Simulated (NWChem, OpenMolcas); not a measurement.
## The same job for OpenMolcas

NWChem 7.3.0 runs this on BI3 (boron triiodide):

job.nw:
```
start job
title "BI3"
memory total 2200 mb

geometry units atomic noautosym nocenter noautoz
I     -2.47270663    -0.55784715     3.05304153
B      0.02626719    -0.02853486    -0.00963760
I      3.54663799    -1.90163140    -0.05725870
I     -0.99494080     2.37406293    -3.02450666
end

basis spherical bse
* library def2-SVP
end

ecp bse
I library def2-SVP
end

scf
thresh 1e-08
maxiter 80
end

mp2
freeze core 13
tight
end

task mp2 gradient
```

```bash
$ nwchem job.nw > job.out
```

The coordinates come from a PBE0-D4/def2-TZVP relaxation.

It gives a total energy of -915.134754 Eh.

Task: Translate the job to OpenMolcas 26.06 as an input file of the program's own, asking for the energy.

Result: This input was run:

calc.inp:
```
* BI3 MP2

&GATEWAY
  BASLIB = $CurrDir
  COORD
  4
  angstrom
  I       -1.308500      -0.295200       1.615600
  B        0.013900      -0.015100      -0.005100
  I        1.876800      -1.006300      -0.030300
  I       -0.526500       1.256300      -1.600500
  BASIS = def2-SVP
  GROUP = NoSym

&SEWARD

&SCF
  THRESHOLDS = 1e-10 1e-07 1e-07 1e-05
  PRORBITALS = 1 1

&MBPT2
  FROZEN = 13
```

```bash
$ export MOLCAS_MEM=1860
$ pymolcas calc.inp > calc.log
```

(Basis files named in the input come from the Basis Set Exchange and aren't shown.)

Its energy is -915.134754 Eh, 0.000 mEh from the first.
